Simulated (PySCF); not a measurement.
H₅O₄Si, SMILES O[Si](O)(O)[OH2+], charge +1. Atoms are numbered in the order given.

```xyz
10

O      0.4621    -0.3775     1.6031
Si     0.2039    -0.0615     0.0342
O      0.0538    -1.2670    -1.0507
O      0.8678     1.3466    -0.4292
O     -1.5872     0.4010    -0.1420
H      0.2828    -1.2450     2.0112
H      0.8083    -1.7651    -1.4153
H      1.5741     1.7687     0.0956
H     -1.8099     1.3591    -0.1748
H     -2.0808    -0.0816    -0.8454
```
Charge +1, spin multiplicity 1.

Geometry: PBE-D3(BJ)/def2-SVP. Other conformers were not sampled.

Calculation: PBE-D3(BJ)/def2-SVP (PySCF 2.14.0).

Frequencies are harmonic and unscaled.

```json
[
 {"mode": "1", "ν (cm⁻¹)": "94", "IR (km/mol)": "45.1", "moving atoms (share of kinetic energy)": "H 57 %, O 42 %"},
 {"mode": "2", "ν (cm⁻¹)": "180", "IR (km/mol)": "128.1", "moving atoms (share of kinetic energy)": "O 53 %, H 45 %"},
 {"mode": "3", "ν (cm⁻¹)": "202", "IR (km/mol)": "13.6", "moving atoms (share of kinetic energy)": "H 58 %, O 42 %"},
 {"mode": "4", "ν (cm⁻¹)": "252", "IR (km/mol)": "48.8", "moving atoms (share of kinetic energy)": "H 53 %, O 43 %"},
 {"mode": "5", "ν (cm⁻¹)": "293", "IR (km/mol)": "9.2", "moving atoms (share of kinetic energy)": "O 52 %, H 32 %, Si 16 %"},
 {"mode": "6", "ν (cm⁻¹)": "302", "IR (km/mol)": "40.8", "moving atoms (share of kinetic energy)": "O 52 %, H 29 %, Si 19 %"},
 {"mode": "7", "ν (cm⁻¹)": "323", "IR (km/mol)": "175.4", "moving atoms (share of kinetic energy)": "O 57 %, H 35 %, Si 9 %"},
 {"mode": "8", "ν (cm⁻¹)": "354", "IR (km/mol)": "53.9", "moving atoms (share of kinetic energy)": "H 92 %"},
 {"mode": "9", "ν (cm⁻¹)": "367", "IR (km/mol)": "27.7", "moving atoms (share of kinetic energy)": "H 67 %, O 20 %, Si 13 %"},
 {"mode": "10", "ν (cm⁻¹)": "476", "IR (km/mol)": "305.6", "moving atoms (share of kinetic energy)": "H 65 %, O 33 %"},
 {"mode": "11", "ν (cm⁻¹)": "550", "IR (km/mol)": "63.5", "moving atoms (share of kinetic energy)": "O 50 %, Si 35 %, H 16 %"},
 {"mode": "12", "ν (cm⁻¹)": "689", "IR (km/mol)": "48.3", "moving atoms (share of kinetic energy)": "H 64 %, O 35 %"},
 {"mode": "13", "ν (cm⁻¹)": "701", "IR (km/mol)": "281.5", "moving atoms (share of kinetic energy)": "H 80 %, O 18 %"},
 {"mode": "14", "ν (cm⁻¹)": "732", "IR (km/mol)": "182.1", "moving atoms (share of kinetic energy)": "H 62 %, O 37 %"},
 {"mode": "15", "ν (cm⁻¹)": "758", "IR (km/mol)": "54.3", "moving atoms (share of kinetic energy)": "H 75 %, O 24 %"},
 {"mode": "16", "ν (cm⁻¹)": "834", "IR (km/mol)": "70.3", "moving atoms (share of kinetic energy)": "O 55 %, H 34 %, Si 11 %"},
 {"mode": "17", "ν (cm⁻¹)": "1048", "IR (km/mol)": "167.6", "moving atoms (share of kinetic energy)": "Si 47 %, O 45 %"},
 {"mode": "18", "ν (cm⁻¹)": "1066", "IR (km/mol)": "185.9", "moving atoms (share of kinetic energy)": "Si 50 %, O 40 %, H 10 %"},
 {"mode": "19", "ν (cm⁻¹)": "1539", "IR (km/mol)": "144.3", "moving atoms (share of kinetic energy)": "H 91 %, O 8 %"},
 {"mode": "20", "ν (cm⁻¹)": "3583", "IR (km/mol)": "202.0", "moving atoms (share of kinetic energy)": "H 96 %"},
 {"mode": "21", "ν (cm⁻¹)": "3673", "IR (km/mol)": "303.6", "moving atoms (share of kinetic energy)": "H 92 %"},
 {"mode": "22", "ν (cm⁻¹)": "3745", "IR (km/mol)": "281.8", "moving atoms (share of kinetic energy)": "H 94 %"},
 {"mode": "23", "ν (cm⁻¹)": "3751", "IR (km/mol)": "189.4", "moving atoms (share of kinetic energy)": "H 94 %"},
 {"mode": "24", "ν (cm⁻¹)": "3763", "IR (km/mol)": "241.0", "moving atoms (share of kinetic energy)": "H 94 %"}
]
```
